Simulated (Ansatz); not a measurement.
Computed with Ansatz on PBE0-D4/def2-TZVP structures; ΔE is electronic, products minus reactants. CBS: MP2 limit from def2 TZ/QZ plus the TZ coupled-cluster correction, frozen cores. def2 core potentials past Kr. For Sb outer-core shells are correlated without core-valence functions, which leaves a few kJ/mol of doubt a bond. Each species was taken in one conformer, which may not be the lowest.

`NB[SiH2]N` + `Cl[SiH2][SbH2]` → `NB[SiH2]Cl` + `N[SiH2][SbH2]`  (redistribution)

```json
{"species": "`NB[SiH2]N`", "CCSD(T)/CBS(def2) energy (Eh)": "-427.54638"}
{"species": "`Cl[SiH2][SbH2]`", "CCSD(T)/CBS(def2) energy (Eh)": "-991.31414"}
{"species": "`NB[SiH2]Cl`", "CCSD(T)/CBS(def2) energy (Eh)": "-831.44314"}
{"species": "`N[SiH2][SbH2]`", "CCSD(T)/CBS(def2) energy (Eh)": "-587.42139"}
```

Question: Work out ΔE.

Answer: ΔE = (-831.44314) + (-587.42139) − (-427.54638) − (-991.31414) = -0.00401 Eh = -0.11 eV.

Largest T1 diagnostic among the species: 0.013.

Leaving LDA and LC-ωPBE aside and taking each functional with its dispersion term where it has one, the values, not all of them listed here, spread over 0.03 eV, from BHLYP-D4 to PBE-D4.
